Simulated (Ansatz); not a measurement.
Geometry optimisation, RKS B3LYP/6-31G in Ansatz.

input.yaml

```yaml
crystal:
  periodic: [false, false, false]
  atoms:
    - { symbol: Al, position_ang: [0.0, 0.0, 0.0] }
    - { symbol: O, position_ang: [0.0, 0.0, 1.78] }
    - { symbol: Si, position_ang: [-1.3147, -0.4067, 2.7436] }
    - { symbol: H, position_ang: [-2.239, -1.2403, 1.9804] }
    - { symbol: H, position_ang: [-0.8506, -1.1432, 3.9157] }
    - { symbol: H, position_ang: [-1.9987, 0.8095, 3.1733] }
    - { symbol: "N", position_ang: [1.6627, 0.0, -0.96] }
    - { symbol: H, position_ang: [2.1293, -0.9179, -1.2118] }
    - { symbol: H, position_ang: [2.1141, 0.9179, -1.2382] }
    - { symbol: O, position_ang: [-1.5415, 0.0, -0.89] }
    - { symbol: H, position_ang: [-2.0512, -0.8467, -0.6815] }
basis:
  gaussian: { orbitals: "6-31G" }
hamiltonian:
  xc: b3lyp
relax:
  f_tol: 0.02
  max_steps: 40
```

Run as:

```bash
$ ansatz run input.yaml --threads 1 --pin off --max-ram 2048MiB --backend cpu --events-out ev --progress --plain --runs-dir out
```

Q: Where does it end, and by what steps?

A: The run converged. The force dipped under the threshold on the way, but the program's further checks kept it going. Limits of this set-up: no polarisation functions. After 15 steps the energy has fallen by 1.357 eV; H9 moved furthest, 1.39 Å.

| step | energy less start (eV) | largest force component (eV/Å) | accepted |
| --- | --- | --- | --- |
| 0 | 0.0000 | 2.612 | yes |
| 1 | -0.5543 | 1.534 | yes |
| 2 | -0.7179 | 1.859 | yes |
| 3 | -0.9190 | 0.383 | yes |
| 4 | -1.0174 | 0.302 | yes |
| 5 | -1.1132 | 0.505 | yes |
| 6 | -1.1723 | 0.905 | yes |
| 7 | -1.2723 | 0.386 | yes |
| 8 | -1.3295 | 0.177 | yes |
| 9 | -1.3446 | 0.245 | yes |
| 10 | -1.3503 | 0.189 | yes |
| 11 | -1.3560 | 0.040 | yes |
| 12 | -1.3560 | 0.039 | yes |
| 13 | -1.3563 | 0.014 | yes |
| 14 | -1.3564 | 0.071 | yes |
| 15 | -1.3565 | 0.010 | yes |

```xyz
11
Properties=species:S:1:pos:R:3
Al -0.173 -0.290 -0.281
O -0.702 -0.293 1.343
Si -1.255 -0.306 2.939
H -2.567 -1.037 3.040
H -0.261 -0.996 3.835
H -1.453 1.099 3.440
N 1.522 0.095 -0.674
H 1.880 0.110 -1.619
H 2.230 0.320 0.009
O -1.206 -0.645 -1.597
H -2.105 -0.885 -1.824
```

Whether the end is a true minimum wasn't checked by a vibrational analysis.

The run took 75 s on 1 thread of Arm Neoverse V1, on a shared host, peak memory 0.17 GiB.
